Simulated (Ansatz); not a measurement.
Reaction (formal loss of a carbene): `[CH3][Ge]([OH])([OH])[OH]` → `[CH2]` (triplet) + `[OH][GeH]([OH])[OH]`

Computed with Ansatz on PBE0-D4/def2-TZVP structures; ΔE is electronic, products minus reactants. CBS: MP2 limit from def2 TZ/QZ plus the TZ coupled-cluster correction, frozen cores. This one scheme is used for every species. DFT in def2-TZVPP. HSE06 is defined as in plane-wave codes. Triplets are unrestricted, without spin–orbit coupling. For Ge outer-core shells are correlated without core-valence functions, which leaves a few kJ/mol of doubt a bond. Scalar relativity is left out up to krypton. Each species was taken in one conformer, which may not be the lowest.

`[CH3][Ge]([OH])([OH])[OH]`:

```xyz
11

C     0.458    0.902   -1.307
Ge   -0.074   -0.146    0.212
O    -0.281   -1.854   -0.218
O    -1.614    0.422    0.885
O     1.132   -0.068    1.509
H    -0.196    0.682   -2.151
H     0.389    1.962   -1.063
H     1.486    0.660   -1.576
H     0.210   -2.423    0.380
H    -2.236   -0.303    0.984
H     0.725    0.167    2.346
```

`[CH2]` (triplet):

Cartesian coordinates in Å:
```
C -0.166 -0.167 0.145
H 0.476 0.428 0.776
H -0.310 -0.262 -0.920
```

`[OH][GeH]([OH])[OH]`:

Cartesian coordinates in Å:
```
O 1.189 0.047 1.228
Ge 0.267 0.299 -0.255
O -1.451 0.541 0.106
O 0.259 -1.165 -1.234
H 1.051 -0.826 1.603
H 0.925 1.478 -0.967
H -1.607 1.138 0.841
H -0.634 -1.512 -1.322
```

Problem. Is it downhill or uphill in electronic energy at CCSD(T)/CBS, and by how much? (An estimate is asked.)

Solution. Computed: Uphill: ΔE = +485.5 kJ/mol.

Problem. What do these levels give: PBE-D4, r2SCAN-D4, HSE06-D4, PBE-QIDH, revPBE, HF/def2-SVP, MP2/def2-SVP, CCSD(T)/def2-SVP, MP2/def2-TZVPP, CCSD/def2-TZVPP, HF/def2-QZVPP, MP2/def2-QZVPP? (Best estimate.)

Solution. Ansatz gave: PBE-D4 487.6, r2SCAN-D4 460.9, HSE06-D4 479.9, PBE-QIDH 479.5, revPBE 456.1, HF/def2-SVP 334.0, MP2/def2-SVP 466.2, CCSD(T)/def2-SVP 454.7, MP2/def2-TZVPP 488.0, CCSD/def2-TZVPP 462.0, HF/def2-QZVPP 330.7, MP2/def2-QZVPP 494.6 kJ/mol.

Largest T1 diagnostic among the species: 0.012.

In def2-TZVPP, CCSD(T) changes the Hartree–Fock value by +142.1 kJ/mol (the triples alone add +11.5 kJ/mol) and MP2 by +156.6 kJ/mol. From PBE to PBE0 (25 % exact exchange), in def2-TZVPP and without D4, ΔE moves by −7.0 kJ/mol.
